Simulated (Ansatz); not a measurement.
A made-up structure of CH4GeS, closed shell:

C1  (-0.637, -0.131, -0.474)
S2  (-0.358, -1.536, 0.876)
Ge3  (0.628, 0.266, 0.359)
H4  (-0.386, -0.473, -1.509)
H5  (-1.526, 0.511, -0.247)
H6  (0.328, 1.383, 1.396)
H7  (1.951, -0.020, -0.401)
(Å)

It is relaxed with PBE-D4/def2-SVP and then PBE0-D4/def2-TZVP (Ansatz 0.2.0). Atoms count as bonded within 1.22 times the sum of their covalent radii (H–H: 0.88 Å). The end point is not checked to be a true minimum.

Q: Does its bonding change? (A judgement: the text doesn't fix the answer.)

A: By the calculation: No: no bond forms or breaks.

Where it ends: The first stage lowers the energy by 2.70 eV in 6 steps. It ends as CH₄GeS ([CH2]1[S][GeH2]1):
```csv
atom,x (Å),y (Å),z (Å)
C1,-0.7877,-0.2074,-0.5495
S2,-0.4337,-1.4672,0.7533
Ge3,0.7749,0.3313,0.4411
H4,-0.6551,-0.5685,-1.5641
H5,-1.7100,0.3432,-0.3957
H6,0.6544,1.4337,1.4896
H7,2.1573,0.1348,-0.1748
```

Labels in which every atom is bracketed show which atoms are joined, not bond orders.

For scale, one of the runs: PBE0-D4/def2-TZVP relaxation, 140 basis functions, launched by `ansatz run in.yaml --threads 2 --pin off --events-out ev --progress --plain --max-ram 4352MiB`. Hardware: 2 CPU threads of an Arm Neoverse V2, shared host. Wall time about 15 s.
